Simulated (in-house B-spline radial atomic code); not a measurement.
**How G0W0 and RPA depend on the start: As⁵⁺**

Configuration [Ar] 3d10. Computed with an all-electron radial atomic-structure program (B-spline basis): all electrons, scalar-relativistic (spin-free one-electron X2C), finite nucleus, each spin shell either full or empty, empty states to l = 9 with an (l + 1/2)⁻⁴ tail; G0W0 by contour deformation at full frequency.

| start | mean-field 3d (eV) | G0W0 (eV) | QP weight | RPA correlation (Eh) |
| --- | --- | --- | --- | --- |
| Hartree-Fock | -123.26 | -121.83 | 0.972 | -1.9772 |
| LDA VWN5 | -107.56 | -121.84 | 0.950 | -2.1502 |
| PBE | -107.21 | -121.66 | 0.949 | -2.1463 |
| PBE0 | -111.55 | -121.72 | 0.958 | -2.0994 |
| r2SCAN | -107.98 | ? | ? | ? |
| HSE06 | -111.08 | -121.76 | 0.957 | -2.102 |
| B3LYP (VWN-RPA) | -110.82 | -121.80 | 0.956 | -2.1107 |
| SCAN | -107.94 | -121.31 | 0.953 | -2.1118 |
| TPSS | -107.13 | -121.69 | 0.950 | -2.1361 |
| BHandHLYP | -115.83 | -121.85 | 0.963 | -2.0576 |
| CAM-B3LYP | -112.83 | -121.99 | 0.959 | -2.0969 |
| LC-wPBE | -112.98 | ? | ? | ? |
| wB97X | -113.33 | -121.76 | 0.962 | -2.0887 |
| PBEsol | -107.17 | -121.71 | 0.949 | -2.1471 |
| BLYP | -107.14 | -121.73 | 0.948 | -2.1486 |
| r2SCAN0 | -112.13 | -121.53 | 0.960 | -2.0776 |
| LDA exchange-only | -105.49 | -122.09 | 0.947 | -2.1513 |

(1) What G0W0 level, weight and RPA correlation energy follow from the r2SCAN start?

(2) What G0W0 level, weight and RPA correlation energy follow from the LC-wPBE start?

(3) How much of the dependence on the start does G0W0 remove?

## Answers

(1) G0W0 level -121.40 eV, weight 0.953, RPA correlation -2.1136 hartree.

(2) G0W0 level -122.21 eV, weight 0.960, RPA correlation -2.1031 hartree.

(3) The mean-field levels span 17.8 eV and the G0W0 levels 0.902 eV. Against 121.19 ± 0.06 eV (NIST, measured) the G0W0 removal energies are off by +0.12 to +1.02 eV, with spin-orbit coupling, Breit and QED terms left out.
